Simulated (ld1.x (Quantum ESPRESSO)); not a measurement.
## Pseudopotential generation for Sb: ultrasoft, PBEsol, fully relativistic.

```json
{
  "Element": "antimony",
  "Generator": "ld1.x (Quantum ESPRESSO) 7.5",
  "Type": "ultrasoft",
  "Functional": "PBEsol",
  "Relativity": "fully relativistic",
  "Frozen core": "[Kr] 4d10",
  "Valence charge": "5",
  "Reference configuration": "5s2 5p2.5 (charge +0.5)",
  "Partial waves": "5s (bound): rcut 1.45, rcutus 1.90 bohr; 5s channel at 0.6 Ry: rcut 1.45, rcutus 1.90 bohr; 5p (bound): rcut 2.55, rcutus 2.80 bohr; 5p channel at 0.1 Ry: rcut 2.55, rcutus 2.80 bohr",
  "Local potential": "all-electron potential smoothed inside 1.80 bohr (lloc = -2)",
  "Core correction": "none",
  "Augmentation charge": "PSQ, inside the norm-conserving radii"
}
```

Open shells are filled in proportion to 2j + 1 (rel_dist='average').

What the tests gave:

* Cutoffs needed: 10 Ry and 18 Ry (the cutoffs (Ry, on a coarse ladder) from which the occupation-weighted sum of valence levels, in a spherical-Bessel basis at the reference potential, stays within 10 and 1 mRy of its value at 400 Ry)
* Ghost test: ghost state, extra bound levels that the all-electron valence spectrum of the same l lacks: d at -2.94 eV; a true bound ghost makes a file unfit for plane-wave use (spherical-Bessel basis up to 400 Ry, 20 bohr box)
* Configuration tests: test run stopped at test 2 of 7 (negative rho)
* Lowest eigenvalue of the overlap operator: 0.45 (s channel)
* Density cutoff estimated by the generator: 91 Ry

Generation and tests took about 1.5 s on one core of a shared server CPU.
